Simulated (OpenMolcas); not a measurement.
# N²⁺: effect of the active space

* Program: OpenMolcas
* Method: MS-CASPT2 or its RAS form, IPEA 0.25 Eh, imaginary shift 0.1 Eh
* Basis: ANO-RCC-VTZP
* Scalar Hamiltonian: DKH2, point nucleus
* Spin-orbit coupling: RASSI with atomic mean-field integrals over the reference wave functions, term energies averaged over their components

A. 3 electrons in 4 orbitals (2s 2p); 2S+1 = 4 odd, 1 root; 2S+1 = 2 odd, 11 roots; 2S+1 = 4 even, 3 roots; 2S+1 = 2 even, 9 roots; closed shells correlated: 1s; CASPT2 step about 2.3 core-seconds
B. 3 electrons in 8 orbitals (2s 2p 3s 3p); 2S+1 = 4 odd, 1 root; 2S+1 = 2 odd, 11 roots; 2S+1 = 4 even, 3 roots; 2S+1 = 2 even, 9 roots; closed shells correlated: 1s; CASPT2 step of the order of 6 core-seconds
C. 3 electrons in 9 orbitals (RAS2 2s 2p; RAS3 3d, at most 2 electrons); 2S+1 = 4 odd, 1 root; 2S+1 = 2 odd, 11 roots; 2S+1 = 4 even, 3 roots; 2S+1 = 2 even, 9 roots; closed shells correlated: 1s; CASPT2 step of the order of 13 core-seconds

Energies in cm⁻¹ above 2s² 2p ²P°_1/2, the measured ground level; measured values from Moore, Selected Tables of Atomic Spectra, NSRDS-NBS 3, section 5.

| Level | A | B | C | Measured |
| --- | --- | --- | --- | --- |
| 2s² 2p ²P°_1/2 | 0.0 | 0.0 | 0.0 | 0.0 |
| 2s² 2p ²P°_3/2 | 158 | 168 | 157 | 174 |
| 2s 2p² ⁴P_1/2 | 55560 | 55780 | 56370 |  |
| 2s 2p² ⁴P_3/2 | 55610 | 55830 | 56420 | 57247 |
| 2s 2p² ⁴P_5/2 | 55710 | 55930 | 56520 | 57328 |
| 2s 2p² ²D_3/2 | 101170 | 101020 | 101380 | 101031 |
| 2s 2p² ²D_5/2 | 101170 | 101030 | 101390 | 101024 |
| 2s 2p² ²S_1/2 | 131480 | 131550 | 132080 | 131004 |
| 2s 2p² ²P_1/2 | 148170 | 147440 | 147120 | 145876 |
| 2s 2p² ²P_3/2 | 148280 | 147560 | 147230 | 145986 |
| 2p³ ⁴S°_3/2 | 185640 | 185840 | 186340 | 186797 |
| 2p³ ²D°_3/2 | 204140 | 204440 | 203380 | 203089 |
| 2p³ ²D°_5/2 | 204140 | 204440 | 203380 | 203075 |
| 2p³ ²P°_1/2 | 232410 | 231450 | 232150 | 230404 |
| 2p³ ²P°_3/2 | 232420 | 231470 | 232160 | 230409 |

Deviations, from unrounded energies. A percentage is the sum of absolute deviations over the sum of measured energies, with the sign that they share, or ± where signs differ.

```
                  Against measurement  Levels     A     B      C
       mean absolute deviation (cm-1)      13  1200   950    810
fine structure of the ground term (%)       1  -9.2  -3.5  -10.1
             other configurations (%)      12  ±0.9  ±0.7   ±0.6
```

C lies closest to measurement on these levels and A furthest from it. The largest miss of C in the table is 2p³ ²P°_3/2, by +1700 cm-1. The ranking rests on the paired levels alone, and a cruder setting can come out closer through cancelling errors.

The two smallest mean deviations differ by little beside CASPT2's spread within terms, so their order carries little weight.

Among A to C the level of the table that moves most is 2p³ ²D°_5/2, by 1100 cm-1 (lowest in C, highest in B). Moves below CASPT2's spread within the term are not significant.

Term energies are means over components that CASPT2 splits; among the terms shown or strongly mixed into the levels shown the widest spread is 580 cm-1 (2p³ ²D°, B). Active for correlation alone: 3p 3s; no level in the range computed is led by a configuration that fills them, so any true level of that kind is missing (holds for B). Active for correlation alone: 3d; no level in the range computed is led by a configuration that fills it, so any true level of that kind is missing (holds for C). Measured partners are found by configuration, term and J. A level has none where our copy of the source lacks it or the pairing is in doubt (some pairs that miss far off the trend of their configuration count as doubtful), and it then counts in no deviation. Levels of configurations outside the active space are missing.

° marks odd parity.
